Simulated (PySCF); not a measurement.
**Stretching IBr**

Set-up: I x2c-TZVPPall, Br x2c-TZVPPall; spin-free X2C with a Gaussian nucleus (PySCF 2.14). Energies in eV from I + Br in their ground configurations at the same level. State: ¹Σ⁺ (singlet), closed shell.

All columns are PBE0. A positive dipole means I(−)Br(+).

| R (Å) | E (eV) | μ (D) | Mulliken charge on I (basis-dependent) | HOMO (eV) | LUMO (eV) | Mayer bond order | ⟨S²⟩ |
| --- | --- | --- | --- | --- | --- | --- | --- |
| 2.127 | -0.849 | -0.14 | 0.18 | -7.03 | -1.43 | 1.22 | 0.00 |
| 2.226 | -1.606 | -0.30 | 0.17 | -7.22 | -2.11 | 1.19 | 0.00 |
| 2.325 | -2.005 | -0.44 | 0.15 | -7.40 | -2.74 | 1.16 | 0.00 |
| 2.399 | -2.140 | -0.54 | 0.14 | -7.52 | -3.18 | 1.15 | 0.00 |
| 2.473 | -2.172 | -0.64 | 0.12 | -7.63 | -3.59 | 1.13 | 0.00 |
| 2.547 | -2.130 | -0.73 | 0.11 | -7.73 | -3.96 | 1.11 | 0.00 |
| 2.646 | -1.992 | -0.84 | 0.10 | -7.85 | -4.41 | 1.10 | 0.00 |
| 2.770 | -1.739 | -0.97 | 0.09 | -7.99 | -4.91 | 1.07 | 0.00 |
| 2.918 | -1.375 | -1.11 | 0.09 | -8.12 | -5.40 | 1.05 | 0.00 |
| 3.116 | -0.869 | -1.27 | 0.09 | -8.26 | -5.93 | 1.03 | 0.00 |

A fit through these points gives, at Re = 2.464 Å, μ = -0.63 D and dμ/dR = -1.27 D/Å; the reduced mass is 48.66 u.

How strong is the fundamental in the double-harmonic approximation, I = 42.26·(dμ/dR)²/μred km/mol?

I = 42.26·(-1.27)²/48.66 = 1.40 km/mol at PBE0.

These are scalar-relativistic numbers at best; spin–orbit coupling would shift them, the dissociation energy most.
